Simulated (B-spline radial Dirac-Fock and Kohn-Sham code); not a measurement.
The computed values come from a radial B-spline solver: Dirac-Fock energy differences between relaxed states, corrected for Breit and QED terms. The model has no electron correlation.

**Question.** An atom or ion in its tabulated ground configuration has these computed binding energies (the last is its least bound level). Which is it?

```csv
level,binding energy (eV)
1s,34867.0
2s,6842.4
2p1/2,6513.9
2p3/2,6214.3
3s,2466.2
3p1/2,2333.0
3d,2080.2
```

**Answer.** I³³⁺: Z = 53 with 20 electrons, [Ar] 3d2. The hydrogen-like estimate √(E/Ry) = 50.6 for the K level lies 2.4 below Z (screening lowers it, relativity raises it); the outermost level, at 2080.2 eV, fixes the charge.

**Question.** An atom or ion in its tabulated ground configuration has these computed binding energies (the last is its least bound level). Which is it?

| level | binding energy (eV) |
| --- | --- |
| 1s | 59608.7 |
| 2p3/2 | 8868.5 |
| 3s | 2532.2 |
| 3p3/2 | 2103.8 |
| 3d3/2 | 1733.0 |
| 4p3/2 | 551.2 |
| 4f | 212.8 |

**Answer.** Tm¹¹⁺: Z = 69 with 58 electrons, [Kr] 4d10 4f10 5s2. The hydrogen-like estimate √(E/Ry) = 66.2 for the K level lies 2.8 below Z (screening lowers it, relativity raises it); the outermost level, at 212.8 eV, fixes the charge.
